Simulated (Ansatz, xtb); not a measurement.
# Relative energy of two isomers of C3H6BrF

Structure a: `FCCCBr`, a singlet. Structure b: `CC(C)(F)Br`, a singlet. Both are isolated molecules in the gas phase, relaxed with B3LYP-D3(BJ)/def2-SVP, each in the lowest conformer that the search found.

a (Å):

```xyz
11

C     0.8616    0.6768   -0.0034
C     0.4769    0.9831   -1.4382
C    -0.3785   -0.0901   -2.0889
Br    0.6022   -1.7837   -2.3464
F    -0.2829    0.5076    0.7597
H     1.4549   -0.2511    0.0550
H     1.4494    1.5048    0.4281
H     1.3912    1.1584   -2.0287
H    -0.1049    1.9227   -1.4549
H    -1.2439   -0.3400   -1.4636
H    -0.7172    0.2050   -3.0888
```

b (Å):

```xyz
11

C    -0.3508    0.9227    0.3221
C    -0.9375    0.1561   -0.8436
C    -1.7723   -1.0494   -0.4685
Br    0.5663   -0.4541   -2.0255
F    -1.7036    1.0082   -1.5918
H     0.3075    0.2802    0.9217
H     0.2224    1.7862   -0.0410
H    -1.1763    1.2852    0.9564
H    -2.6158   -0.7131    0.1565
H    -2.1704   -1.5314   -1.3713
H    -1.1757   -1.7787    0.0955
```

Quicker runs give these differences E(b) − E(a): GFN2-xTB −15.2 kJ/mol; HF/STO-3G −25.9 kJ/mol (at GFN2-xTB geometries); r2SCAN-D4/def2-SVP −35.8 kJ/mol (at GFN2-xTB geometries).

Problem. Estimate E(b) − E(a) at the level CCSD(T)/def2-SVP + ΔMP2/def2-TZVPP.

Solution. Calculated at CCSD(T)/def2-SVP + ΔMP2/def2-TZVPP: E(b) − E(a) = −23.9 kJ/mol, so structure b lies lower.

The same difference at several levels:

```
                             level               geometry  E(b) − E(a) (kJ/mol)  departure from the last row (kJ/mol)  job, with rough time for the two
                          GFN2-xTB               GFN2-xTB                   −15.2                                  +8.7              optimisation, 0.11 s
                         HF/STO-3G               GFN2-xTB                   −25.9                                  −2.0              single point, 0.48 s
                r2SCAN-D4/def2-SVP               GFN2-xTB                   −35.8                                 −11.9               single point, 6.3 s
             B3LYP-D3(BJ)/def2-SVP  B3LYP-D3(BJ)/def2-SVP                   −25.3                                  −1.5                optimisation, 39 s
                       HF/def2-SVP  B3LYP-D3(BJ)/def2-SVP                   −12.2                                 +11.6           part of the CCSD(T) run
                      MP2/def2-SVP  B3LYP-D3(BJ)/def2-SVP                   −28.5                                  −4.7           part of the CCSD(T) run
                  CCSD(T)/def2-SVP  B3LYP-D3(BJ)/def2-SVP                   −26.0                                  −2.2                      single point
CCSD(T)/def2-SVP + ΔMP2/def2-TZVPP  B3LYP-D3(BJ)/def2-SVP                   −23.9                                                      single point, 80 s
```

As drawn, both hold the same kinds of bond in the same numbers. Structure a has 0 methyl groups, b 2.

None of the levels shown reverses the order. The largest departure from CCSD(T)/def2-SVP + ΔMP2/def2-TZVPP is that of r2SCAN-D4/def2-SVP, 11.9 kJ/mol. The last row adds to CCSD(T) the change of the MP2 difference between the two basis sets, here +2.2 kJ/mol.

With thermal terms from frequencies at re-optimised GFN2-xTB minima (ideal gas, soft modes damped towards free rotors, one conformer each, 298.15 K, 1 atm): on the last row, ΔE + ΔZPE = −27.5, ΔH = −26.4, ΔG = −25.9 kJ/mol.

The correlated steps freeze 13 core orbitals; the filled d shell of Br is correlated, in a basis made for valence electrons. Run with Ansatz 0.2.0, xtb 6.7.1; the last row on 2 threads of Arm Neoverse V1 on a shared host.
